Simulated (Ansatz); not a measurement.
Species: sum formula CuOClH2, net charge 0, singlet state. SMILES: [OH2]->[Cu][Cl]
Structure (B3LYP-D3(BJ)/def2-TZVP (Ansatz, a first-principles code) minimum search):
```
Cu
O 1 1.9703
H 2 0.9652 1 115.32
H 2 0.9652 3 107.32 1 -130.03
Cl 1 2.0885 3 159.70 2 178.92
```
Charge 0, spin multiplicity 1.

CCSD(T) with Ansatz in growing basis sets, 26 correlated electrons. Cores are frozen in the correlated levels unless marked. Open shells are spin-unrestricted. Spin-orbit coupling is left out. Frozen are the shells of the preceding noble gas and the d and f shells that filled before the atom's block. No relativistic terms. Costs are ratios of core time to the smallest set, on shared machines of one kind, and rough; they hold the program's checks for lower states.

```
basis        functions  cost over smallest  E(corr) (Eh)  electronic atomisation energy (kcal/mol)
-----------  ---------  ------------------  ------------  ----------------------------------------
def2-SVPD          100                  1×       -0.6870                                     340.4
def2-TZVPPD        192                  7×             ?                                         ?
```

Question: What does the step to def2-TZVPPD buy, and how does its cost grow by formal scaling?

Answer: Formally CCSD grows as o²v⁴ and (T) as o³v⁴; with o = 13 and v going from 72 to 164 both grow 27-fold in the last step, while integrals and the mean field grow more slowly. That step adds 271.6 mEh of correlation energy and -1.6 kcal/mol to the atomisation energy. Row: E(corr) (Eh) -0.9586, electronic atomisation energy (kcal/mol) 338.8.
